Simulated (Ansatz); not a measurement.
System: RbCl, charge 1, doublet. RbCl+ (parent SMILES [Cl][Rb], doublet).
B3LYP-D3(BJ)/def2-TZVP minimum from Ansatz (a first-principles code):
```xyz
2

Rb     0.0000     0.0000    -1.2282
Cl     0.0000     0.0000     2.6732
```
Charge +1, spin multiplicity 2.

Total energies in def2-TZVPP, 7 correlated electrons, 9 frozen orbitals. UHF or UKS for unpaired electrons; spin-orbit terms are left out. Cores are frozen in correlated methods (noble-gas shells, and filled d and f shells in the p block). Past Kr the def2 sets carry scalar-relativistic core potentials. The spin of ClRb+ (parent SMILES [Cl][Rb], doublet) was assumed, and the state is the lowest solution found for it.

```
method    program  energy (Eh)  minus CCSDT(Q) (mEh)
--------  -------  -----------  --------------------
HF         Ansatz   -483.14358                188.73
MP2        Ansatz   -483.30215                 30.15
CCSD       Ansatz   -483.32565                  6.66
CCSD(T)    Ansatz   -483.33146                  0.85
CCSDT(Q)   Ansatz   -483.33230                  0.00
```

Rough core times of Ansatz's runs on a shared machine: CCSD(T) 20 s, CCSDT(Q) 3 min.
